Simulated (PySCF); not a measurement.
A GIAO shielding run with PySCF 2.14.0 with density-fitted response routines (density fitting, non-relativistic, gas phase) on `InChI=1S/C7H15NSi/c1-6(2)7-3-4-8(9)5-7/h7H,1,3-5H2,2,9H3/t7-/m1/s1`:

```
$ OMP_NUM_THREADS=1 python probes_run.py task.json out

{"job": {"kind": "nmr", "xc": "PBE0", "basis": "pcSseg-1"}, "charge": 0, "multiplicity": 1}
C     -2.874171    -0.393635     0.341290
C     -1.935244     0.238627    -0.344024
C     -2.218897     1.528746    -1.057097
C     -0.525104    -0.262978    -0.495150
C     -0.152991    -1.526215     0.282715
C      1.374377    -1.490621     0.282513
N      1.731831    -0.086567     0.156562
Si     3.273249     0.539474     0.552201
C      0.534810     0.714872     0.031501
H     -3.873302     0.002043     0.416340
H     -2.700368    -1.325049     0.849213
H     -1.648203     2.343294    -0.613020
H     -3.275621     1.776986    -1.001691
H     -1.930562     1.454699    -2.104866
H     -0.329640    -0.434600    -1.561022
H     -0.548012    -2.433758    -0.169084
H     -0.521722    -1.447000     1.305935
H      1.780281    -2.045762    -0.572505
H      1.787535    -1.934143     1.192911
H      3.486996     0.778335     1.992614
H      4.240168    -0.457844     0.092285
H      3.385898     1.811013    -0.162362
H      0.719446     1.555164    -0.639921
H      0.207510     1.114683     1.003627
```

Hardware: 1 thread of an Arm Neoverse V1, shared host. The job also computes population analyses, field gradients, ring-centre shieldings.

(1) How large is the calculation?

(2) How long does it take, and how much memory does it need?

Answers

(1) 78 electrons, 235 basis functions and 1232 auxiliary functions.

(2) 86 s of wall time, with 13 SCF cycles and 4 response iterations; peak memory 1.1 GiB. Times on a shared host scatter by some tens of per cent.
